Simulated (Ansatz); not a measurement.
Molecule: C₄H₉N, net charge 0, singlet state. 
Structure (B3LYP-D3(BJ)/def2-TZVP (Ansatz, a program for electronic structure) minimum search):
SMILES: NC1CCC1
```xyz
14

C     -1.5398     0.2655     0.2709
C     -0.6234    -0.9815     0.2024
C      0.5971    -0.0373     0.2786
C     -0.3237     1.1240    -0.1576
N      1.7132    -0.3468    -0.6022
H     -1.8557     0.4849     1.2912
H     -2.4165     0.2798    -0.3747
H     -0.6644    -1.4556    -0.7791
H     -0.7297    -1.7420     0.9762
H      0.8911     0.1004     1.3288
H     -0.1838     2.0937     0.3203
H     -0.2801     1.2446    -1.2408
H      2.1797    -1.1960    -0.3002
H      2.4060     0.3942    -0.5721
```
Charge 0, spin multiplicity 1.

Atomisation energy built up term by term with Ansatz (kcal/mol; UHF references for open shells; valence terms freeze the core; atomic spin-orbit terms are left out). Basis-set limits of correlation are two-point, X^-3; Hartree-Fock from the larger set.

```csv
term,basis,kcal/mol
Hartree-Fock,aug-cc-pVQZ,964.61
CCSD correlation,"CBS(aug-cc-pVTZ,aug-cc-pVQZ)",331.41
(T),"CBS(aug-cc-pVTZ,aug-cc-pVQZ)",19.91
core correlation,cc-pwCVTZ,5.13
scalar relativity (X2C),cc-pVTZ-DK against cc-pVTZ,-1.02
sum: De,,1320.0
```

(T) makes 1.5 % of the CCSD(T) atomisation energy; under 5 % is typical of single-reference molecules.
